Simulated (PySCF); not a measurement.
C₃H₂F₃, SMILES C(=[CH])C(F)(F)F, multiplicity 2. Atoms are numbered in the order given.

```xyz
8

C     -0.1442    -2.1384     0.0000
C      0.5831    -1.0475     0.0000
C      0.0066     0.3382     0.0000
F     -1.3222     0.3383     0.0000
F      0.4185     1.0186     1.0749
F      0.4185     1.0186    -1.0749
H      0.0097    -3.2162     0.0000
H      1.6837    -1.0776     0.0000
```
Charge 0, spin multiplicity 2.

The structure is a stationary point at PBE0-D3(BJ)/def2-SVP. The isomer is the one that the SMILES or the coordinates give; other isomers of the formula were not compared.

Computed with r2SCAN/def2-TZVP run with PySCF.

ESP charges are fitted to the potential on shells at 1.4 to 2.0 van der Waals radii. Atomic charges (e):

| atom | Mulliken | ESP fit | Löwdin | meta-Löwdin | Mulliken spin |
|---|---|---|---|---|---|
| C1 | -0.15 | -0.17 | -0.01 | ___ | 1.07 |
| C2 | -0.20 | -0.28 | -0.20 | ___ | -0.21 |
| C3 | 0.53 | 0.59 | -0.70 | ___ | 0.04 |
| F4 | -0.16 | -0.16 | 0.22 | -0.26 | 0.00 |
| F5 | -0.17 | -0.19 | 0.20 | -0.27 | 0.00 |
| F6 | -0.17 | -0.19 | 0.20 | -0.27 | 0.00 |
| H7 | 0.17 | 0.21 | 0.13 | 0.16 | 0.01 |
| H8 | 0.15 | 0.19 | 0.16 | 0.15 | 0.09 |

### Question
What belongs in the gaps? (Estimate from the structure and the level; the computed values follow.)

### Answer

- C1, meta-Löwdin: -0.10
- C2, meta-Löwdin: -0.19
- C3, meta-Löwdin: 0.79

Computed Mayer and Wiberg (Löwdin basis) orders of the bonds:
```json
[
 {"bond": "C1–C2", "Mayer": "1.98", "Wiberg": "2.33"},
 {"bond": "C2–C3", "Mayer": "0.98", "Wiberg": "1.15"},
 {"bond": "C3–F4", "Mayer": "1.14", "Wiberg": "1.78"},
 {"bond": "C3–F5", "Mayer": "1.11", "Wiberg": "1.76"},
 {"bond": "C3–F6", "Mayer": "1.11", "Wiberg": "1.76"},
 {"bond": "C1–H7", "Mayer": "0.95", "Wiberg": "0.93"},
 {"bond": "C2–H8", "Mayer": "0.91", "Wiberg": "0.80"}
]
```
